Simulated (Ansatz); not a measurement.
Ti₂Te₃, relaxed as a singlet with RKS PBE-D4/def2-SVP in Ansatz, starting from the GFN2-xTB geometry. Force threshold 0.02 eV/Å.

In the def2 sets Te takes a core potential; there is no spin–orbit coupling. The restricted singlet is unstable towards broken spin symmetry in Hartree–Fock (as tested in another run); at PBE-D4/def2-SVP this wasn't settled. The structure comes from a short search, and lower isomers may exist.

Start:

```xyz
5

Ti    0.616   -0.906    0.849
Ti   -0.616    0.906   -0.849
Te    0.550    1.739    1.458
Te    1.475   -0.599   -1.709
Te   -2.024   -1.140    0.251
```

Question: Estimate the energy that the relaxation releases and the steps that it takes.

Answer: 14.7 kcal/mol, in 5 steps; 6.5 s on 4 threads of Intel Xeon 6975P-C on a shared host. No frequencies were taken in this run, so the end may be a saddle point.

Question: Does the start keep its bonding and symmetry?

Answer: By distances, no bond broke or formed. The bond that changes most is Ti2–Te5, from 2.72 to 2.65 Å (atoms count from 1). Point group D3h at the start, D3h at the end, both within 0.05 Å.

Question: Predict the relaxed structure.

Answer: 
```xyz
5

Ti    0.530   -0.780    0.731
Ti   -0.530    0.780   -0.731
Te    0.555    1.759    1.475
Te    1.491   -0.606   -1.729
Te   -2.046   -1.153    0.254
```
Bond lengths (bridged metal pairs left out): 6 × Te–Ti 2.65 Å.
